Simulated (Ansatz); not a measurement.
Reaction (redistribution): `N[SiH](N)[GeH3]` + `[F][Ga]([Cl])[Br]` → `N[SiH](N)[Ga]([F])[Cl]` + `[GeH3][Br]`

Isolated molecules relaxed with PBE0-D4/def2-TZVP in Ansatz; ΔE leaves out vibrations. CBS: MP2 limit from def2 TZ/QZ plus the TZ coupled-cluster correction, frozen cores. DFT in def2-TZVPP. B3LYP here is the variant with VWN-RPA as its local correlation; programs differ in this. For Br, Ga, Ge outer-core shells are correlated without core-valence functions, which leaves a few kJ/mol of doubt a bond. Scalar relativity is left out up to krypton. Each species was taken in one conformer, which may not be the lowest.

```
             level  ΔE (kJ/mol)  difference from CCSD(T)/CBS
            PBE-D4          5.3                         -9.2
         r2SCAN-D4         12.8                         -1.7
           PBE0-D4         10.6                         -3.9
          B3LYP-D4          5.3                         -9.2
           ωB97X-V         12.2                         -2.3
           ωB97M-V          9.9                         -4.6
            B2PLYP         11.6                         -2.9
               PBE          5.5                         -9.0
            r2SCAN         12.9                         -1.6
              PBE0         10.8                         -3.7
             B3LYP          5.6                         -8.9
     HF/def2-TZVPP         17.8                          3.3
    MP2/def2-TZVPP         19.7                          5.2
SCS-MP2/def2-TZVPP         17.6                          3.1
   CCSD/def2-TZVPP         19.8                          5.3
CCSD(T)/def2-TZVPP         19.8                          5.3
     HF/def2-QZVPP         17.3                          2.8
    MP2/def2-QZVPP         16.5                          2.0
SCS-MP2/def2-QZVPP         14.8                          0.3
      HF/CBS(def2)         17.3                          2.8
     MP2/CBS(def2)         14.5                          0.0
    CCSD/CBS(def2)         14.5                          0.0
       CCSD(T)/CBS         14.5                            0
```

Largest T1 diagnostic among the species: 0.013.

From PBE to PBE0 (25 % exact exchange), in def2-TZVPP and without D4, ΔE moves by +5.3 kJ/mol.
